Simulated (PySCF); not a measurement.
## Radial density of Os³⁸⁺ (osmium, charge +38)

UHF, [Kr] 4d2, high-spin 3F determinant. Computed with PySCF 2.14 in an even-tempered Gaussian basis (18 s from 3.9 bohr⁻², ratio 2.5; 12 p from 5.1 bohr⁻², ratio 2.5; 9 d from 5.1 bohr⁻², ratio 2.5; 4 f from 21 bohr⁻², ratio 2.7; 3 g from 31 bohr⁻², ratio 2.7), with the non-relativistic Hamiltonian (point nucleus).

```tsv
r (bohr)	4πr²ρ (e/bohr)	4πr²(ρα − ρβ)
0.000269	0.2749	0.0000
0.000452	0.7563	0.0000
0.000761	2.042	0.0000
0.00128	5.339	0.0000
0.00215	13.23	0.0000
0.00362	29.96	-0.0001
0.00609	58.39	-0.0002
0.0102	89.22	0.0000
0.0172	96.72	0.0038
0.0290	91.00	0.0500
0.0488	126.7	0.4316
0.0820	118.3	1.9022
0.138	117.0	2.1060
0.232	71.69	0.3798
0.390	37.98	6.6897
0.656	6.389	1.0738
1.10	0.01800	0.0042
```

A non-relativistic calculation at this Z misses sizeable relativistic shifts. Spin-orbit coupling is strong in this species (close to jj coupling), so the high-spin LS determinant is a model state, not a physical level.
